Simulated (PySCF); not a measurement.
**Vibration and rotation of PbCl**

UHF-CCSD(T) constants of PbCl, ²Π (doublet), unpaired electrons π ↑ (basis Pb def2-SVP with ECP60, Cl def2-SVP; scalar-relativistic core potentials; PySCF 2.14; masses 207.9766 and 34.9689 u):

- ωe: 324.1 cm⁻¹
- ωexe: 0.905 cm⁻¹
- Be: 0.090146 cm⁻¹
- αe: 0.000340 cm⁻¹
- De to Pb + Cl: 3.15 eV

Question: What force constant and bond length do these constants imply?

Answer: Reduced mass μred = 29.936 u; k = 5.8918×10⁻⁷·μred·ωe² (u, cm⁻¹, mdyn/Å) = 1.85 mdyn/Å; Re = √(16.8576/(μred·Be)) (u, cm⁻¹, Å) = 2.499 Å.

Question: Estimate the centrifugal constant D from the Kratzer relation and find the Dunham coefficient a1.

Answer: D = 4Be³/ωe² = 2.79e-08 cm⁻¹; a1 = −1 − αeωe/(6Be²) = -3.26.

Correlated steps freeze 9 core orbitals. Correlated levels converge slowly with the basis: in double zeta they bind strong bonds too weakly, by up to about 1 eV, and carry superposition errors of some tenths. These are scalar-relativistic numbers at best; spin–orbit coupling would shift them, the dissociation energy most. The state was picked by a PBE0 search and need not be the measured ground state.
